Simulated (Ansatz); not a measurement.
CH8AlGaSi can be A, `[CH3][AlH][SiH2][GaH2]`, or B, `[SiH3][CH2][AlH][GaH2]`.

Isolated molecules relaxed with PBE0-D4/def2-TZVP in Ansatz; ΔE leaves out vibrations. CBS: MP2 limit from def2 TZ/QZ plus the TZ coupled-cluster correction, frozen cores. DFT in def2-TZVPP. B3LYP here is the variant with VWN-RPA as its local correlation; programs differ in this. For Ga outer-core shells are correlated without core-valence functions, which leaves a few kJ/mol of doubt a bond. Scalar relativity is left out up to krypton. Each species was taken in one conformer, which may not be the lowest.

(1) Which is lower in electronic energy at CCSD(T)/CBS, and by how much? (An estimate is asked.)

(2) Give E(B) − E(A) in kcal/mol with r2SCAN-D4, PBE0-D4, PBE-D4, HF/def2-TZVPP, MP2/def2-TZVPP, ωB97M-V, B3LYP-D4. (Estimate.)

(3) Does the order hold for the free energy at 298.15 K (harmonic terms from PBE0-D4)? (Estimate.)

Largest T1 diagnostic: 0.013.

Answers

(1) Computed: A, by 0.5 kcal/mol.

(2) The calculation gave: r2SCAN-D4 1.7, PBE0-D4 2.3, PBE-D4 2.9, HF/def2-TZVPP 3.2, MP2/def2-TZVPP -0.5, ωB97M-V -0.6, B3LYP-D4 1.7. The order is the other way round with MP2/def2-TZVPP, ωB97M-V.

(3) Ansatz gave: Yes: G(B) − G(A) = +2.6 kcal/mol, for one conformer each. Modes under 60 cm⁻¹, often nearly free rotors, make the harmonic entropy too high.

At CCSD(T), def2-SVP lies +2.7 kcal/mol from the extrapolated value and def2-TZVPP +0.2 kcal/mol. From BLYP to BHLYP (50 % exact exchange), in def2-TZVPP and without D4, E(B) − E(A) moves by −2.6 kcal/mol.
